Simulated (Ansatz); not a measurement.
Stepwise reaction of `[SiH3][N]([SiH3])[Mg][N]([SiH3])[SiH3]` with hydrogen chloride, as a gas-phase model of exchange steps in deposition or etching. ΔE in kJ/mol.

Gas-phase electronic energies from Ansatz, PBE0-D4/def2-TZVP geometries. CBS: MP2 limit from def2 TZ/QZ plus the TZ coupled-cluster correction, frozen cores. This one scheme is used for every species. DFT in def2-TZVPP. B3LYP here is the variant with VWN-RPA as its local correlation; programs differ in this. For Mg outer-core shells are correlated without core-valence functions, which leaves a few kJ/mol of doubt a bond. One conformer a species, not always the lowest.

```
step                                                                                        reaction  PBE-D4  B3LYP-D4  ωB97M-V  CCSD(T)/CBS
   1  `[SiH3][N]([SiH3])[Mg][N]([SiH3])[SiH3]` + HCl → `[SiH3][N]([SiH3])[Mg][Cl]` + `[SiH3]N[SiH3]`   -97.8    -106.8   -107.6        -92.9
   2                            `[SiH3][N]([SiH3])[Mg][Cl]` + HCl → `[Cl][Mg][Cl]` + `[SiH3]N[SiH3]`  -100.3    -106.3   -107.9        -97.5
```

By hand: ΔE of the 2 steps together at CCSD(T)/CBS.

(-92.9) + (-97.5) = -190.4 kJ/mol, or -95.2 kJ/mol a step.

In ΔE the steps differ by no more than 4.6 kJ/mol. All are downhill at CCSD(T)/CBS. PBE-D4 differs from CCSD(T)/CBS by -4.9 to -2.8 kJ/mol a step. Isolated molecules leave out the surface, adducts and barriers. Largest T1 diagnostic: 0.011.
